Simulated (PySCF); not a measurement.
CH4AlClMgOS

The system: CH4AlClMgOS, a small molecule; neutral, singlet. The structure, one conformer, was relaxed in the gas phase by PBE0-D3(BJ)/def2-SVP. No frequency run checks that it is a minimum.

SMILES: [CH3][Al]([Cl])[S][Mg][OH]

```
atom   x (Å)   y (Å)   z (Å)
  O1  -1.942   0.012   2.516
 Mg2  -1.507   0.878   1.051
  S3  -1.026   2.119  -0.831
 Al4   0.537   0.773  -1.451
  C5   1.020  -0.843  -0.468
 Cl6   1.621   1.167  -3.212
  H7  -2.104  -0.550   3.266
  H8   2.096  -0.819  -0.225
  H9   0.481  -1.042   0.475
 H10   0.866  -1.721  -1.119
```

Shieldings: GIAO PBE0/pcSseg-1. Shifts are against computed references at the same level: C TMS (σ 184.4 ppm), H TMS (σ 31.27 ppm). Core levels by delta-SCF with SCAN, pcX-2 on the ionised atom and pcseg-1 elsewhere, spin-free X2C (2p3/2 is the spin-free 2p value less a third of a first-order spin-orbit splitting); from the vacuum level, for chosen atoms.

Task: Give the shieldings and core levels atom by atom.

Result: 
| atoms | bonded to | σ (ppm) | δ (ppm) | core level (eV) |
| --- | --- | --- | --- | --- |
| O1 | 1 Mg + 1 H | 377.7 | - | 1s 536.91 |
| Mg2 | 1 O + 1 S | 522.9 | - | 1s 1311.95 |
| S3 | 1 Al + 1 Mg | 768.8 | - | 2p3/2 168.00 |
| Al4 | 1 C + 1 Cl + 1 S | 338.6 | - | 2p3/2 80.85 |
| C5 | 1 Al + 3 H | 186.4 | -2.0 | - |
| Cl6 | 1 Al | 895.0 | - | - |
| H7 | 1 O | 31.48 | -0.21 | - |
| H8 H9 H10 | 1 C | 31.42 | -0.15 | - |

Values are those of this one static structure, with the three H of a rotating XH3 group averaged; atoms that internal rotation interchanges would show their mean in an NMR spectrum.

Task: By CAM-B3LYP/def2-SVPD (TDDFT singlets, Tamm-Dancoff triplets, ionisation by delta-SCF), where does absorption start, and what does vertical ionisation take?

Result: The lowest singlet lies at 5.16 eV (f 0.036), the strongest of the first 6 at 6.21 eV (f 0.111), the lowest triplet at 4.86 eV; vertical ionisation takes 9.76 eV.

The 3 runs behind this took 2.6 min in all, one thread each of Intel Xeon 6975P-C on a shared host, launched as `OMP_NUM_THREADS=1 python cluster_run.py task.json out`.
